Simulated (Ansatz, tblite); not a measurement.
Cost and result up the ladder for the cluster GeO4 (5 atoms). Charge 0, multiplicity 1. Geometry: r2SCAN-D4/def2-SVP.

```xyz
5

Ge   -0.3100   -0.0514   -0.6407
O    -0.6987    0.0608    1.1226
O     1.3146    0.0414    0.1500
O     0.7095    0.1177    1.4662
O    -1.0153   -0.1685   -2.0981
```

Ansatz on 4 threads of Arm Neoverse V1 on a shared host; xTB runs through tblite on one thread. Times are rough, summed over both states, and most runs start from the orbitals of an earlier one. ωB97M-V/def2-TZVP serves as the yardstick here, not as an exact answer. Differences are given only for rows in sets of like size (and for xTB, whose basis is part of the method), since another set adds its own error. The other state is a quintet at its own geometry, which has other bonds, so the gap mixes isomer and spin.

The xTB rows come from tblite. Correlated methods freeze 13 core orbitals; core or outer-core shells of Ge are correlated, in sets that lack core-valence functions. In CCSD on the charge 0 quintet the largest single amplitude is 0.32, so its Hartree–Fock determinant may place the open shell otherwise than the density functionals do. The structure holds 2 bonds between oxygen atoms, so isomers without such links may lie far lower. In the quintet geometry the species has come apart into loosely held pieces. The structure comes from a short search, and lower isomers may exist.

Correlated methods converge slowly with the basis.

xTB has no spin-polarisation term.

| level | functions | wall time |
| --- | --- | --- |
| GFN2-xTB | 25 | 0.006 s |
| GFN1-xTB | 25 | 0.007 s |
| HF/STO-3G | 38 | 0.45 s |
| PBE-D4/def2-TZVP | 172 | 3.8 s |
| MP2/def2-TZVP | 172 | 6 s |
| r2SCAN-D4/def2-TZVP | 172 | 8.9 s |
| PBE0-D4/def2-TZVP (with forces) | 172 | 11 s |
| r2SCANh-D4/def2-TZVP | 172 | 17 s |
| ωB97M-V/def2-TZVP | 172 | 32 s |
| CCSD(T)/def2-TZVPP | 172 | 6 min |

(1) Estimate what each level gives for the quintet − singlet (eV).

## Answers

(1) 
```tsv
level	quintet − singlet (eV)	difference from ωB97M-V/def2-TZVP (eV)	remarks
GFN2-xTB	4.18	2.95	–
GFN1-xTB	5.42	4.19	–
HF/STO-3G	-1.62	–	–
PBE-D4/def2-TZVP	1.12	-0.11	–
MP2/def2-TZVP	2.57	1.34	–
r2SCAN-D4/def2-TZVP	0.86	-0.37	–
PBE0-D4/def2-TZVP (with forces)	0.95	-0.27	–
r2SCANh-D4/def2-TZVP	0.77	-0.46	–
ωB97M-V/def2-TZVP	1.23	0.00	–
CCSD(T)/def2-TZVPP	1.45	0.23	large T1 (0.022) (singlet)
```
